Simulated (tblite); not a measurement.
Species: C7H6 (charge +1 and doublet state).
Structure used (GFN2-xTB), in Å, numbered top down from 1:
```xyz
13
C7H6 angstrom
C      0.2120    2.3070    0.6191
C      0.2384    1.2246    0.0811
C      0.3119   -0.0672   -0.5815
C      1.5568   -0.7543   -0.4226
C      2.6015   -1.3405   -0.2860
C     -0.8121   -0.5273    0.3502
C     -2.0999   -0.4418    0.0080
H      0.2398    3.2815    1.0241
H      0.0104   -0.0125   -1.6318
H      3.5183   -1.8502   -0.1863
H     -0.4761   -0.9507    1.2873
H     -2.4517    0.0941   -0.8617
H     -2.8537   -0.9622    0.5823
```

All values are computed: GFN2-xTB (tblite) harmonic vibrations without scaling, gas phase. The method is semi-empirical: single wavenumbers can be off by several per cent or more. One conformer, not necessarily the lowest. Open shells enter through the occupations alone, without spin polarisation, and single modes of such species can be off by tens of per cent.

Harmonic wavenumbers (cm⁻¹): 106.8, 115.3, 156.4, 178.3, 299.3, 303.3, 368.4, 445.4, 503.5, 571.0, 642.0, 663.6, 665.2, 681.4, 843.1, 881.7, 903.5, 936.5, 997.9, 1053.9, 1104.9, 1195.5, 1247.1, 1328.1, 1503.9, 2128.9, 2212.7, 2940.5, 3061.1, 3065.8, 3096.0, 3316.6, 3346.2.

A = 3829, B = 2221, C = 1513 MHz; mass 90.047 u (most abundant isotopes); point group C1, symmetry number 1; spin multiplicity 2.

**Question.** Zero-point energy?

**Answer.** ½Σν̃ = 20432 cm⁻¹ = 244.42 kJ/mol.

**Question.** Give the ideal-gas entropy at 500 K and 1 bar in the rigid-rotor, harmonic-oscillator model (classical rotation).

**Answer.** Translation 175.73, rotation 121.99, vibration 145.56, spin (R ln 2) 5.76: S = 449.0 J/(mol K).

**Question.** And Cp and H(500 K) − H(0)?

**Answer.** Cp = 180.12 J/(mol K), of which vibrations give 146.87 (their classical limit is 33 R = 274.4); H(500 K) − H(0) = 55.90 kJ/mol without the zero-point energy, 39.27 from vibrations.

**Question.** How do the functions run with temperature in this model?

**Answer.** 
| T (K) | S (J/(mol K)) | Cp (J/(mol K)) | H − H(0) (kJ/mol) | G − H(0) (kJ/mol) | ln q(vib) |
| --- | --- | --- | --- | --- | --- |
| 50 | 230.7 | 44.3 | 1.81 | -9.72 | 0.10 |
| 100 | 267.7 | 63.9 | 4.53 | -22.23 | 0.68 |
| 298.15 | 368.5 | 131.5 | 24.03 | -85.84 | 4.19 |
| 373.15 | 400.4 | 152.5 | 34.71 | -114.69 | 5.64 |
| 750 | 529.4 | 215.9 | 105.77 | -291.31 | 12.59 |
| 1000 | 595.0 | 239.4 | 162.87 | -432.12 | 16.70 |

q(vib) and H(0) count from the zero-point level.

**Question.** What must be added to the electronic energy to get the Gibbs energy at 500 K and 1 bar?

**Answer.** ZPE + [H(500 K) − H(0)] − T·S = 244.42 + 55.90 − 224.52 = 75.80 kJ/mol.

**Question.** Blend soft modes into free rotors: weight 1/[1 + (100 cm⁻¹/ν̃)⁴] for the oscillator and the rest for a rotor with moment μB/(μ + B), μ = h/(8π²ν), B = 10⁻⁴⁴ kg m². What vibrational entropy results?

**Answer.** 141.63 J/(mol K) in place of 145.56, which changes −T·S at 500 K by +1.97 kJ/mol.

**Question.** Which modes carry the vibrational entropy at 500 K?

**Answer.** 106.8 cm⁻¹: 18.16; 115.3 cm⁻¹: 17.53; 156.4 cm⁻¹: 15.02; 178.3 cm⁻¹: 13.95; 299.3 cm⁻¹: 9.81; 303.3 cm⁻¹: 9.70 J/(mol K); the other 27 give 61.39 together.

Hindered rotation and anharmonicity are outside this model. Other conformers, if any are populated, would add a mixing term that is left out. The structure is chiral; the term R ln 2 for an equal mix with its mirror image is left out.
